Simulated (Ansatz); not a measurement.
Steps of a relaxation of `BC#CF` with RKS PBE-D4/def2-SVP.

```sh
$ ansatz run in.yaml --threads 2 --pin off --events-out ev --progress --plain --max-ram 4352MiB
```

```yaml
crystal:
  periodic: [false, false, false]
  atoms:
    - {symbol: B, position_ang: [-0.651700, 0.866300, -0.314400]}
    - {symbol: C, position_ang: [0.177300, -0.275300, 0.090300]}
    - {symbol: C, position_ang: [0.840800, -1.201100, 0.405400]}
    - {symbol: F, position_ang: [1.713200, -2.220400, 0.778200]}
    - {symbol: H, position_ang: [-1.093000, 0.983100, -1.454100]}
    - {symbol: H, position_ang: [-0.944400, 1.783400, 0.448400]}
basis:
  gaussian: {orbitals: def2-SVP}
hamiltonian: {xc: pbe, dispersion: d4}
relax: {f_tol: 0.03, max_steps: 200}
```

Positions (Å) and forces (eV/Å) along the path, 5 of 5 steps:

```xyz
6
step=1 energy=-5485.5447 eV
B    -0.652    0.866   -0.314   -1.022    1.438   -0.538
C     0.177   -0.275    0.090   -2.498    3.238   -1.081
C     0.841   -1.201    0.405    6.115   -7.367    2.619
F     1.713   -2.220    0.778   -2.901    3.159   -1.170
H    -1.093    0.983   -1.454    0.150   -0.183    0.171
H    -0.944    1.783    0.448    0.156   -0.285   -0.001
6
step=2 energy=-5485.9494 eV
B    -0.662    0.891   -0.326   -0.371    0.401   -0.152
C     0.182   -0.267    0.087    0.105   -0.299    0.106
C     0.875   -1.231    0.417    1.570   -1.502    0.571
F     1.690   -2.209    0.775   -1.454    1.547   -0.577
H    -1.098    0.974   -1.463    0.073   -0.054    0.062
H    -0.945    1.779    0.463    0.076   -0.094   -0.009
6
step=3 energy=-5485.9985 eV
B    -0.681    0.881   -0.321    0.168    0.112   -0.060
C     0.186   -0.275    0.091   -0.118   -0.105    0.028
C     0.889   -1.234    0.419   -0.412    0.825   -0.272
F     1.659   -2.172    0.761    0.486   -0.754    0.262
H    -1.083    0.965   -1.467   -0.062   -0.036    0.029
H    -0.927    1.772    0.470   -0.062   -0.041    0.014
6
step=4 energy=-5486.0065 eV
B    -0.654    0.900   -0.331   -0.200   -0.063    0.043
C     0.196   -0.267    0.087   -0.012   -0.035   -0.009
C     0.890   -1.231    0.418    0.122    0.167   -0.036
F     1.656   -2.189    0.768   -0.048   -0.107    0.028
H    -1.101    0.958   -1.463    0.071    0.029    0.010
H    -0.945    1.765    0.474    0.068    0.010   -0.037
6
step=5 energy=-5486.0117 eV
B    -0.668    0.892   -0.328   -0.009    0.012   -0.004
C     0.198   -0.267    0.083    0.006   -0.009    0.003
C     0.908   -1.216    0.420   -0.005    0.011   -0.003
F     1.644   -2.199    0.769    0.000   -0.003    0.001
H    -1.099    0.961   -1.463    0.004   -0.004    0.006
H    -0.941    1.766    0.473    0.004   -0.007   -0.002
```

It took 4.4 s on 2 threads of an Arm Neoverse V1 on a shared host, with 0.12 GiB of host memory at the peak.
